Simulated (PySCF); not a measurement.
# Worked example: dipole moment from atomic charges

Sb(OH)2(TeH) (H3O2SbTe), SMILES [OH][Sb]([OH])[TeH]. Atoms are numbered in the order given.

```xyz
7

Sb    -0.8043     0.3464     0.8760
O     -2.2665    -0.4824    -0.2351
H     -2.0964    -0.3293    -1.1871
O     -0.7155     2.2227     0.1509
H     -0.3665     2.1956    -0.7646
Te     1.2512    -0.6544    -0.8033
H      2.2776     0.5723    -0.2790
```
Charge 0, spin multiplicity 1.

The structure is a stationary point at PBE-D3(BJ)/def2-SVP. The structure was generated by enumeration; whether it is a known compound was not checked. The def2 effective core potentials stand for the cores of Sb, Te; spin–orbit coupling is left out. One conformer was computed; it need not be the lowest.

Charges (e) from PBE/def2-TZVP (PySCF):

```
atom  ESP fit  Mulliken
----  -------  --------
Sb1     0.491     0.749
O2     -0.511    -0.595
H3      0.344     0.302
O4     -0.510    -0.589
H5      0.291     0.302
Te6    -0.171    -0.242
H7      0.067     0.073
```

The dipole moment of the full density is 1.07 D.

Q: What dipole moment does each set of point charges give, and which comes closer to that of the density?

A: 
μ = Σ q r, and 1 e Å = 4.8032 D.
ESP fit: Σ q r = (0.239, -0.041, -0.039) e Å, |μ| = 1.18 D.
Mulliken: Σ q r = (0.287, 0.001, 0.292) e Å, |μ| = 1.97 D.
ESP fit comes closer in size. Point charges leave out the atoms' own dipoles (lone pairs, polarised bonds); fits to the potential absorb them, partitions of the density don't.
